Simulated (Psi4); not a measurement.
A dimer, CH4 ··· CH5N (SMILES C and CN); the first 5 atoms form monomer A.

```
12

C      0.0000     0.0000     0.0000
H     -0.6152    -0.8000    -0.4097
H     -0.4095     0.9633    -0.3009
H      0.0071    -0.0679     1.0870
H      1.0176    -0.0955    -0.3763
C     -0.2553    -1.6655    -2.6339
N      0.5772    -0.6834    -3.3272
H     -0.1844    -2.6244    -3.1498
H      0.1296    -1.8132    -1.6236
H     -1.3194    -1.4034    -2.5544
H      0.2475    -0.5375    -4.2737
H      0.5381     0.2143    -2.8598
```

What interaction energy does SAPT0/jun-cc-pVDZ, frozen core in Psi4 give, and which attractive term is the largest?

Total 18.15 kJ/mol: electrostatics -15.86, exchange 51.17, induction -4.14, dispersion -13.01. The most attractive term is electrostatics.
